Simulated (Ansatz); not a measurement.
A structure relaxed at PBE0-D4/def2-TZVP, charge 0, multiplicity 1:

```
atom   x (Å)   y (Å)   z (Å)
  C1   0.271  -0.283  -0.943
 Si2  -0.101   0.119   0.832
 Br3  -1.716   1.652   0.931
  H4   1.064  -1.035  -0.996
  H5   0.603   0.608  -1.480
  H6  -0.615  -0.679  -1.443
  H7   1.081   0.688   1.525
  H8  -0.586  -1.070   1.574
```

Task: Give its formula and SMILES.

Result: CH5BrSi, `C[SiH2]Br`.

Task: Point group (tolerance 0.08 Å, 0.16 Å for H)?

Result: Cs.

Task: Summarise the bond lengths by kind.

Result: 1 × C–Si 1.858 Å; 3 × C–H 1.092 to 1.094 Å; 1 × Br–Si 2.229 Å; 2 × H–Si 1.483 Å.

Results of the Gaussian-basis code of Ansatz.
